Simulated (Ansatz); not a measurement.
The cluster Mg₄N₂⁺: single points at one geometry.

```yaml
crystal:
  periodic: [false, false, false]
  atoms:
    - {symbol: Mg, position_ang: [-2.115957, -0.250063, 2.018097]}
    - {symbol: Mg, position_ang: [2.116022, 0.249883, -2.017701]}
    - {symbol: Mg, position_ang: [0.239153, -2.222873, 1.900902]}
    - {symbol: Mg, position_ang: [-0.238216, 2.223762, -1.900380]}
    - {symbol: N, position_ang: [-0.447251, 0.374132, 0.021877]}
    - {symbol: N, position_ang: [0.446259, -0.374820, -0.022796]}
basis:
  gaussian: {orbitals: def2-SVP, initial_orbitals: start.molden}
total_charge: 1
magnetization: {spin_polarized: true, initial_magnetization: 1}
hamiltonian: {xc: pbe0, dispersion: d4}
scf: {omitted_lower_state_checks: [starts]}
output: {orbitals: {seedname: orbitals}}
```

The file start.molden holds the orbitals of an earlier run on this structure, at another level or in another basis.

```sh
$ ansatz run in.yaml --threads 4 --pin off --events-out ev --progress --plain --max-ram 4787MiB
```

Output, abridged:

```
Functional definition: PBE0
858 factors; integrals over basis functions are off by at most 1.8e-3 eV
mean field evaluation 1: about -24725.9157 eV, gradient 3.0e0 eV
mean field evaluation 2: about -24725.9605 eV, gradient 5.6e-2 eV
mean field evaluation 4: about -24726.3112 eV, gradient 1.5e-2 eV
mean field evaluation 8: about -24726.3114 eV, gradient 2.6e-5 eV
mean field -24726.31139322 eV, -908.6751836048 hartree, gradient 6.2e-5 eV, S^2 1.015711; 0 other end points of the search recorded, 0 dependent functions left out
reference -24726.31143821 eV, -908.6751852582 hartree; 31, 30 occupied and 69, 70 virtual orbitals, 858 factors
Total energy: -24726.57913244 eV, -908.6850228398 hartree
Checks for a lower state left out: starts
```

It took 2.9 s on 4 threads of Arm Neoverse V2 on a shared host.

As the first input, with `hamiltonian: {xc: pbe, dispersion: d4}` (abridged; 1.8 s):

```
Functional definition: PBE
mean field -24724.95262455 eV, -908.6252497776 hartree, gradient 1.5e-5 eV, S^2 0.800364
Total energy: -24725.25806361 eV, -908.6364744558 hartree
Checks for a lower state left out: starts
```

The first input with `gaussian: {orbitals: def2-TZVP, initial_orbitals: start.molden}`, `hamiltonian: {xc: r2scan, dispersion: d4}` (abridged; 8 s):

```
Functional definition: r2SCAN
mean field -24747.46039489 eV, -909.4523950809 hartree, gradient 6.8e-5 eV, S^2 1.033223
Total energy: -24747.53215451 eV, -909.4550321984 hartree
Checks for a lower state left out: starts
```

First input, but with `gaussian: {orbitals: def2-TZVP, initial_orbitals: start.molden}`, `correlation: {method: mp2}` and without the key `hamiltonian` (abridged; 3.7 s):

```
Functional definition: HF
mean field -24685.76071731 eV, -907.1849737517 hartree, gradient 4.9e-6 eV, S^2 2.112826
6 core orbitals not correlated: weight in the atoms' cores, before any rotation towards them, 1.000 or more for the frozen orbitals, at most 0.000 for the correlated occupied ones
second order -29.82859800 eV of doubles, -0.00000000 eV of singles
Total energy: -24715.58931532 eV, -908.2811545097 hartree
Checks for a lower state left out: starts
```

Geometry: PBE-D4/def2-SVP.

Correlated methods freeze 6 core orbitals; core or outer-core shells of Mg are correlated, in sets that lack core-valence functions. At PBE0-D4/def2-SVP, r2SCAN-D4/def2-TZVP, MP2/def2-TZVP the charge 1 doublet is spin-contaminated (final ⟨S²⟩ up to 2.11, 0.75 for a pure state). The structure comes from a short search, and lower isomers may exist.
